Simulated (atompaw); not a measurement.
PBEsol PAW (atompaw) dataset for gold (Au), scalar-relativistic all-electron reference.

gold, PAW, made with atompaw 4.2.0.5 (PBEsol, scalar-relativistic). Core [Kr] 4d10 4f14, reference 5s2 5p6 5d10 6s0.5 6p0 (charge +0.5). Waves: 5s (bound): rc 1.25 bohr; 6s (bound): rc 2.10 bohr; 5p (bound): rc 1.80 bohr; 6p (bound, empty): rc 2.10 bohr; 5d (bound): rc 1.80 bohr; 5d channel at 0.45 Ry: rc 2.10 bohr. Local part: troulliermartins scheme with l = 3 at 0 Ry, radius 1.85 bohr. Core correction: smooth core density matched at 1.60 bohr. Augmentation charge: sinc compensation charge, radius 2.05 bohr; PAW radius 2.10 bohr; waves and projectors: custom rrkj vanderbiltortho.

All-electron outer shells of the reference configuration (PBEsol, scalar-relativistic, ld1.x):

```tsv
shell	level (eV)	outermost node (bohr)	outermost maximum (bohr)
4d	-329.82	0.20	0.41
5s	-112.54	0.48	0.84
4f	-85.27	–	0.37
5p	-63.93	0.52	0.96
5d	-10.99	0.56	1.21
6s	-9.41	1.11	2.27
6p	-3.49	1.32	3.22
```

**Question.** Does the generator finish with these settings?

**Answer.** Yes, a potential is produced.

**Question.** Estimate the cutoffs (Ry, on a coarse ladder) from which the occupation-weighted sum of valence levels, in a spherical-Bessel basis at the reference potential, stays within 10 and 1 mRy of its value at 400 Ry.

**Answer.** 45 Ry and 80 Ry.

**Question.** What does a ghost test show?

**Answer.** Ghost state, extra bound levels that the all-electron valence spectrum of the same l lacks: d at -13.1 eV. A true bound ghost makes a file unfit for plane-wave use.

**Question.** Is the overlap operator S = 1 + Σ q|β⟩⟨β| positive definite (Bessel basis up to 400 Ry)?

**Answer.** Yes: its lowest eigenvalue is 0.32 (s channel).
